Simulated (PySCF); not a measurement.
**How methods differ on the ionisation energy of Ba³⁴⁺**

Ba³⁴⁺ [Ar] 3d4 [3d3/2^4, M_J = 0] → Ba³⁵⁺ [Ar] 3d3 [3d3/2^3, M_J = 3/2], as a difference of total energies. All numbers are calculated (PySCF 2.14, the two-component X2C-1e Hamiltonian, in an uncontracted even-tempered set (16 s from 6.2 bohr⁻², ratio 2.8; 12 p from 8.1 bohr⁻², ratio 2.8; 8 d from 8.1 bohr⁻², ratio 2.8; 3 f from 27 bohr⁻², ratio 3)). Correlated levels: [Ne] frozen; the 74 highest virtual spinors dropped. "Screened" scales the spin-orbit matrix elements by Boettger's factors to mimic the two-electron term; Breit and QED terms are absent.

| method | ionisation energy (eV) |
| --- | --- |
| GHF (spin-free) | 2250.4 |
| GMP2 (spin-free) | 2250.5 |
| GHF (screened spin-orbit) | 2254.8 |
| GMP2 (screened spin-orbit) | 2255.9 |

Breit and QED terms and the two-electron picture change are absent.

The spin-free rows relax to the high-spin LS determinant and lack the spin-orbit shift.

The labels give the starting determinants; with spin-orbit coupling the two ends relaxed to ⟨J²⟩ = 0.00, ⟨L²⟩ = 2.42, ⟨S²⟩ = 2.42 and ⟨J²⟩ = 4.01, ⟨L²⟩ = 8.93, ⟨S²⟩ = 2.42.

For comparison: 2256 ± 5 eV (theoretical estimate listed by NIST; NIST Atomic Spectra Database, ionization energies).
